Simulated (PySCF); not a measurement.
Lowest empty level (eV) of eight silicon and germanium compounds: PBE beside B3LYP, computed with PySCF for isolated molecules in the bases named; differences from unrounded values. The eight are the first of their class met in an unordered collection, after screening for sound electronic states; none was chosen by its value. Each molecule has one DFT geometry for both levels.

```tsv
molecule	basis	B3LYP	PBE	difference
BGeH6NO2, SMILES OB(O)[NH][GeH3]	def2-TZVP	-0.07	-0.57	-0.50
Si(H)(Me)(OMe)(NH2) (C2H9NOSi), SMILES CO[SiH](C)N	def2-TZVP	0.56	0.07	-0.49
C2H10OSi3, SMILES O[C@@H]1C[Si@H]([SiH3])[SiH2]1	def2-TZVP	-0.68	-1.30	-0.63
CH5FO2Si2, SMILES O=C(O)[Si@@H](F)[SiH3]	def2-TZVP	-1.27	-2.05	-0.78
F₃GeHO, SMILES [F][Ge]([F])([F])[OH]	def2-TZVP	-2.08	-2.76	-0.68
C2H4ClFSi2, SMILES [Si@H]([SiH2]C#C)(Cl)F	def2-TZVP	-1.03	-1.74	-0.70
Si(Cl)3(NH2) (Cl₃H₂NSi), SMILES N[Si](Cl)(Cl)Cl	def2-TZVP	-0.38	-1.10	-0.72
[(E)-but-2-enyl]silane (C4H10Si), SMILES C/C=C/C[SiH3]	def2-TZVP	0.06	-0.71	-0.77
```

PBE lies below B3LYP in 8 and above it in 0 of the eight; the mean signed difference is -0.66 and the largest -0.78 eV.
